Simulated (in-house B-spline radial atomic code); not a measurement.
# Ionising Ga VIII (Ga7+) with different functionals

Computed with a B-spline radial code for spherical atoms: four-component Dirac-Coulomb Hamiltonian, Fermi nucleus of rms radius 3.9973 fm, spin-restricted, spherical fractional occupations for the functionals, and exact exchange of hybrids averaged over the configuration. The ionisation energy is the difference of two self-consistent energies, [Ar] 3d6 → [Ar] 3d5, without Breit or QED terms; ε is the level of the shell that loses the electron (mean over j). The electron is taken from both j subshells in proportion to 2j + 1, so the result is a j average, not the step between ground levels.

| method | rung | ΔSCF (eV) | -ε(3d) (eV) |
| --- | --- | --- | --- |
| BHandHLYP | global hybrid | 174.75 | 168.22 |
| wB97X | range-separated hybrid | 174.61 | 165.51 |
| LC-wPBE | range-separated hybrid | 174.98 | 165.03 |
| HSE06 | range-separated hybrid | 174.85 | 163.28 |

**Question.** Among the functionals, which spreads more, the ΔSCF values or the orbital energies?

**Answer.** The orbital energies: ΔSCF values span about 0.37 eV and the orbital energies 4.94 eV; here energy differences depend much less on the functional than eigenvalues do.

**Question.** How do they compare with the NIST value?

**Answer.** NIST lists 170 eV ± 1.7 (tabulated theory, ground level to ground level). Errors run from +4.71 to +5.08 eV. The correlated functionals all miss on the same side by more than they spread, so the cause is common to them (Breit-QED terms, spin polarisation, the choice among j levels, multiplet and fine-structure energies, or a listed next ion that isn't the cheapest removal here) and closeness doesn't rank the functionals.
